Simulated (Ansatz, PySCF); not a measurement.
Reaction (SMILES): C=CC [prop-1-ene] + 3 [H][H] (H2) -> 3 C (CH4)
Geometries: B3LYP-D3(BJ)/def2-TZVP minima from Ansatz (a first-principles code).

Property: energy of full hydrogenation (enthalpy at 298 K, with B3LYP-D3(BJ) rigid-rotor harmonic-oscillator terms from PySCF), in kcal/mol. Cores are frozen in the correlated levels unless marked. Spin-orbit coupling is left out. Non-relativistic. Basis-set limits of correlation are two-point, X^-3; Hartree-Fock from the larger set. The bracket is a focal-point correction in the basis named.

From measured enthalpies of formation at 298 K: -58.3 kcal/mol (C=CC 4.9, ATcT 1.112; [H][H] (H2) 0.0, ATcT 1.112; C (CH4) -17.8, ATcT 1.112). It holds spin-orbit effects, which the calculations lack, and core correlation, which the frozen-core levels lack.

| level | program | energy of full hydrogenation (kcal/mol) | error against measurement |
|---|---|---|---|
| PBE-D4/def2-TZVPD | Ansatz + dftd4 | -57.7 | 0.6 |
| TPSS/def2-TZVPD | PySCF | -56.1 | 2.2 |
| B3LYP-D4/def2-TZVPD | Ansatz + dftd4 | -57.9 | 0.4 |
| PW6B95-D3(BJ)/def2-TZVPD | PySCF + dftd3 | -59.3 | -1.0 |
| MN15-D3(BJ)/def2-TZVPD | PySCF + dftd3 | -56.9 | 1.4 |
| wB97M-V/def2-TZVPD | Ansatz | -59.4 | -1.1 |
| RI-MP2/CBS(aug-cc-pVTZ,aug-cc-pVQZ) | Ansatz | -58.1 | 0.2 |
| CCSD(T)/STO-3G | Ansatz | -62.2 | -3.9 |
| CCSD(T)/cc-pwCVTZ | Ansatz | -58.9 | -0.6 |
| RI-MP2/CBS(aug-cc-pVTZ,aug-cc-pVQZ)+[CCSD(T)-MP2]/aug-cc-pVTZ | Ansatz | -58.3 | 0.0 |
